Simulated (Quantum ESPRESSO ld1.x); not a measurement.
Results of a calculation; reference values are marked as such.
Tb20+, 45 electrons, occupied as [Kr] 4d9.

Level of theory: scalar-relativistic Kohn-Sham, PBE, spin-unpolarised, spherical densities, point nucleus (ld1.x of Quantum ESPRESSO 7.5).

Energy parts (hartree):
| part | energy |
|---|---|
| total | -11559.702 |
| kinetic | 12455.098 |
| electron-nucleus | -27334.652 |
| Hartree | 3555.546 |
| exchange-correlation | -235.693 |

Orbitals (lengths in bohr, moments of r in powers of bohr):
orbital  occ.  eigenvalue (hartree)      <r^2>      <r>
1s          2              -1925.61  0.0006315  0.02150
2s          2              -335.733   0.009891  0.09151
2p          6              -300.492   0.007991  0.08091
3s          2              -89.9367    0.06517   0.2389
3p          6              -79.0681    0.06532   0.2375
3d         10              -64.9447    0.05468   0.2159
4s          2              -32.3427     0.3024   0.5186
4p          6              -28.5738     0.3300   0.5402
4d          9              -23.4234     0.3588   0.5599
5s          0              -15.9282      1.070   0.9806
5p          0              -14.4584      1.192    1.033

The highest occupied level is 4d at -637.38 eV. Summed over all electrons, <r^2> = 6.952 bohr^2, which gives a Langevin (diamagnetic) susceptibility term of -5.51 x 10^-6 cm^3/mol. For comparison, the ionisation energy in NIST's Atomic Spectra Database is 651 eV (theoretical). In exact Kohn-Sham theory the highest level is minus the ionisation energy, but local and semilocal functionals leave it too shallow, through self-interaction and a potential that decays too fast; potentials with the right tail come closer. The density falls to 0.001 e/bohr^3 at r = 1.50 bohr.

Beside tabulated values, note that spin-unpolarised runs miss the spin-polarisation part of the exchange energy of open shells.
